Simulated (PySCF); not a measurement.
## Which basis set comes closest?

Molecule: Pyridine-N-Oxide, C₅H₅NO.

Molfile (atoms numbered from 1):
```
C5H5NO
     RDKit          3D

 12 12  0  0  0  0  0  0  0  0999 V2000
    2.3901   -0.8231    0.0263 O   0  0  0  0  0  0  0  0  0  0  0  0
    1.2144   -0.4032   -0.0090 N   0  0  0  0  0  0  0  0  0  0  0  0
    0.1550   -1.2733   -0.0346 C   0  0  0  0  0  0  0  0  0  0  0  0
   -1.1505   -0.8236   -0.0768 C   0  0  0  0  0  0  0  0  0  0  0  0
   -1.4315    0.5418   -0.0942 C   0  0  0  0  0  0  0  0  0  0  0  0
   -0.3496    1.4206   -0.0662 C   0  0  0  0  0  0  0  0  0  0  0  0
    0.9454    0.9412   -0.0241 C   0  0  0  0  0  0  0  0  0  0  0  0
    0.4555   -2.3202   -0.0188 H   0  0  0  0  0  0  0  0  0  0  0  0
   -1.9511   -1.5658   -0.0965 H   0  0  0  0  0  0  0  0  0  0  0  0
   -2.4580    0.9083   -0.1286 H   0  0  0  0  0  0  0  0  0  0  0  0
   -0.4992    2.5022   -0.0772 H   0  0  0  0  0  0  0  0  0  0  0  0
    1.8409    1.5610   -0.0004 H   0  0  0  0  0  0  0  0  0  0  0  0
  1  2  1  0
  2  3  2  0
  3  4  1  0
  4  5  2  0
  5  6  1  0
  6  7  2  0
  7  2  1  0
  3  8  1  0
  4  9  1  0
  5 10  1  0
  6 11  1  0
  7 12  1  0
M  CHG  2   1  -1   2   1
M  END
```

Geometry PBE0-D3(BJ)/def2-SVP throughout; GIAO in PySCF, gas phase, one conformer, non-relativistic; equivalent atoms averaged; functional PBE0.

Reference values (measured; cyclohexane; Olsson, Cremer, J. Phys. Chem. 1996, 100, 16881): δ(N2) = 324.4 ppm vs NH3 (gas). Computed shifts are taken against NH3, calculated as an isolated molecule at each level.

Question: How do the basis sets STO-3G, pcSseg-0, 6-31G, 6-31G*, cc-pVDZ, def2-SVP, pcSseg-1, aug-cc-pVDZ, 6-311+G(2d,p), def2-TZVP, cc-pVTZ, IGLO-III, pcSseg-2 perform against the reference? Times are CPU seconds on shared hosts with different chips, so compare them loosely.

Answer: 
| basis set | functions | N2 | abs. error N | core-s |
| --- | --- | --- | --- | --- |
| STO-3G | 40 | 176.7 | 147.7 | 3.4 |
| pcSseg-0 | 73 | 337.9 | 13.5 | 5.4 |
| 6-31G | 73 | 300.0 | 24.4 | 6.4 |
| 6-31G* | 108 | 300.2 | 24.2 | 9.6 |
| cc-pVDZ | 123 | 323.4 | 1.0 | 10 |
| def2-SVP | 123 | 319.0 | 5.4 | 9.6 |
| pcSseg-1 | 144 | 345.2 | 20.8 | 12 |
| aug-cc-pVDZ | 206 | 318.3 | 6.1 | 21 |
| 6-311+G(2d,p) | 219 | 334.9 | 10.5 | 28 |
| def2-TZVP | 247 | 343.3 | 18.9 | 28 |
| cc-pVTZ | 280 | 339.9 | 15.5 | 34 |
| IGLO-III | 295 | 344.6 | 20.2 | 36 |
| pcSseg-2 | 322 | 348.3 | 23.9 | 46 |

For ¹⁵N the closest is cc-pVDZ (1.0 ppm) and the furthest STO-3G (147.7 ppm). Where a smaller basis beats a larger one, errors probably cancel; the largest sets show where the functional converges. One molecule is a small sample, and vibrational and solvent effects are absent from the calculation.

A small basis that lands close on one nucleus may do so by chance; judge by the trend and by all nuclei.
